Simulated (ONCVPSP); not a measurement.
## Ir, ONCV: configuration errors across variants

iridium, optimised norm-conserving Vanderbilt (ONCV), made with ONCVPSP 4.0.1 (BLYP, fully relativistic). Core [Kr] 4d10 4f14, reference 5s2 5p6 5d7 6s1 6p1. Waves: 5s+6s: rc 1.50 bohr, ncon 4, nbas 8, qcut 7.3 1/bohr, 2 projectors; 5p+6p: rc 1.75 bohr, ncon 4, nbas 8, qcut 6.3 1/bohr, 2 projectors; 5d: rc 1.95 bohr, ncon 3, nbas 8, qcut 7.9 1/bohr, 1 projector. Local part: polynomial inside 1.10 bohr (lpopt 1, dvloc0 2 Ha). Core correction: Teter function, fcfact 5.5, rcfact 1.2.

Open shells are filled in proportion to 2j + 1.

All-electron excitation energies from the reference (eV): (1) 5s2 5p6 5d7 6s2 6p0 -5.223; (2) 5s2 5p6 5d7 6s1 6p0 4.632; (3) 5s2 5p6 5d7 6s0 6p0 22.178.

Errors AE − PS in meV (a dash: test not solved or not reliable):

```json
{"change": "base", "(1)": "-0.4", "(2)": "+0.2", "(3)": "-0.2", "bound ghosts": "none", "GHOST(+) flags above zero": "none"}
{"change": "d: rc 1.32", "(1)": "-0.4", "(2)": "+0.2", "(3)": "-0.2", "bound ghosts": "none", "GHOST(+) flags above zero": "none"}
{"change": "d: rc 1.54", "(1)": "-0.4", "(2)": "+0.2", "(3)": "-0.2", "bound ghosts": "none", "GHOST(+) flags above zero": "none"}
{"change": "d: rc 1.74", "(1)": "-0.4", "(2)": "+0.2", "(3)": "-0.2", "bound ghosts": "none", "GHOST(+) flags above zero": "none"}
{"change": "d: rc 1.9", "(1)": "-0.4", "(2)": "+0.5", "(3)": "+0.1", "bound ghosts": "none", "GHOST(+) flags above zero": "none"}
{"change": "d: rc 2.12", "(1)": "-0.4", "(2)": "+0.2", "(3)": "-0.2", "bound ghosts": "none", "GHOST(+) flags above zero": "none"}
{"change": "d: rc 2.24", "(1)": "-0.4", "(2)": "+0.2", "(3)": "-0.2", "bound ghosts": "none", "GHOST(+) flags above zero": "none"}
{"change": "d: rc 2.6", "(1)": "-0.5", "(2)": "+0.2", "(3)": "-1.2", "bound ghosts": "none", "GHOST(+) flags above zero": "none"}
{"change": "d: rc 2.78", "(1)": "-0.6", "(2)": "+0.2", "(3)": "-2.5", "bound ghosts": "none", "GHOST(+) flags above zero": "none"}
```

Problem. Give the same row for: d: rc 2.5.

Solution. -0.4, +0.2, -0.6; bound ghosts: none; GHOST(+) flags above zero: none.
